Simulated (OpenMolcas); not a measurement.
Rh3+ among 6 point charges of -1.36 e arranged as a tetragonal octahedron (D4h), 1.87 Å from the ion, with the axial distance 2.113 Å.
```
   1.8700    0.0000    0.0000  -1.36
   0.0000    1.8700    0.0000  -1.36
  -1.8700    0.0000    0.0000  -1.36
   0.0000   -1.8700    0.0000  -1.36
   0.0000    0.0000    2.1131  -1.36
   0.0000    0.0000   -2.1131  -1.36
```

- Program: OpenMolcas 26.06
- Method: SS-CASPT2, IPEA 0.25 Eh, imaginary shift 0.1 Eh (closed shells correlated: 4s 4p)
- Basis: ANO-RCC-VDZP [6s5p3d1f]
- Scalar Hamiltonian: DKH2, point nucleus
- Active space: 6 electrons in 5 orbitals (4d)
- State averaging: 2S+1 = 5 even, 5 roots; 2S+1 = 3 even, 45 roots; 2S+1 = 1 even, 50 roots
- Spin-orbit coupling: state interaction with AMFI integrals over the reference wave functions

Q: What is the spin-free ground state (labels of D4, the rotations of D4h)?

A: 5E, 2-fold in its orbital part, 100 % from free-ion D terms; it has the highest spin that d6 allows.

Q: Where is the first state of the same spin?

A: 5B2 at 2750 cm-1 above the ground state.

Q: What are the lowest two levels with spin-orbit coupling?

A: A 2-fold level E with g = 0.00, 0.00, 9.71, then a 1-fold level B2 55 cm-1 above it. Their leading multiplicities are 5 (99 %) and 5 (98 %).

Q: What is χT at 300 K, and how does it compare with the textbook value?

A: The lowest level has 2S+1 = 5, for which the spin-only value is χT = S(S+1) / 2 = 3.000 cm3 K/mol (g = 2). The computed 4.228 at 300 K differs by +1.228, through orbital momentum, spin-orbit coupling and any other state in reach.

An orbital doublet at a regular site is open to a Jahn-Teller distortion, which this geometry leaves out. This shell can be high or low spin here, a state of another spin lies low, and with metal d orbitals alone active their balance is uncertain, so the ground spin may be wrong. Point charges give a weaker field than real ligands, and real ions of this kind are as a rule low spin; the high spin found here belongs to the model. Free-ion shares, where given, are those of the reference states; single-state CASPT2 does not remix them. This is an electrostatic model: the charges have no orbitals. No measured value stands beside these numbers.

With an even number of electrons the g values are those of a degenerate or nearly degenerate non-Kramers pair.
